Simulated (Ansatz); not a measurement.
Consider the cleavage of the Si–Sb bond: `[SiH3][SbH2]` + `O[SiH2][SeH]` → `O[SiH2][Se][SiH3]` + stibine.

Gas-phase electronic energies from Ansatz, PBE0-D4/def2-TZVP geometries. CCSD(T)/CBS is the MP2 limit (def2-TZVPP, def2-QZVPP) plus CCSD(T) − MP2 in def2-TZVPP, frozen cores. def2 core potentials past Kr. For Sb, Se outer-core shells are correlated without core-valence functions, which leaves a few kJ/mol of doubt a bond. Scalar relativity is left out up to krypton. One conformer a species, not always the lowest.

`[SiH3][SbH2]`:

```xyz
7

Si   -0.782    0.418   -0.346
Sb    1.575   -0.614   -0.274
H    -1.603   -0.339   -1.328
H    -0.670    1.827   -0.809
H    -1.461    0.395    0.975
H     0.997   -1.941    0.634
H     1.943    0.255    1.149
```

`O[SiH2][SeH]`:

```xyz
7

O     0.655    0.879    1.208
Si    0.419   -0.358    0.155
Se   -1.762   -0.622   -0.460
H     0.229    1.716    1.015
H     1.194   -0.173   -1.097
H     0.833   -1.575    0.882
H    -1.570    0.133   -1.704
```

`O[SiH2][Se][SiH3]`:

```xyz
10

O    -1.890   -0.392   -1.558
Si   -0.375    0.227   -1.445
Se   -0.125    1.621    0.342
Si    0.888    0.039    1.630
H    -2.278   -0.768   -0.766
H    -0.170    1.002   -2.685
H     0.646   -0.845   -1.299
H     2.249   -0.274    1.129
H     0.970    0.600    3.001
H     0.084   -1.211    1.651
```

`[SbH3]`:

Cartesian coordinates in Å:
```
Sb -0.571 -0.363 -0.250
H 0.249 -0.739 1.200
H -0.584 1.299 0.140
H 0.906 -0.197 -1.090
```

| species | SCS-MP2/def2-TZVPP energy (Eh) |
| --- | --- |
| `[SiH3][SbH2]` | -531.57595 |
| `O[SiH2][SeH]` | -2766.71993 |
| `O[SiH2][Se][SiH3]` | -3056.98332 |
| `[SbH3]` | -241.32575 |

Work out ΔE.

ΔE = (-3056.98332) + (-241.32575) − (-531.57595) − (-2766.71993) = -0.01319 Eh = -0.36 eV. CCSD(T)/CBS gives -0.32 eV.

Largest T1 diagnostic among the species: 0.014.

The D4 term adds −0.05 eV with B3LYP and −0.03 eV with PBE0; it sums over pairs of atoms, weighted by their polarisabilities, and B3LYP, whose exchange is more repulsive, gets the larger term.

B3LYP here is the variant with VWN-RPA as its local correlation; programs differ in this.
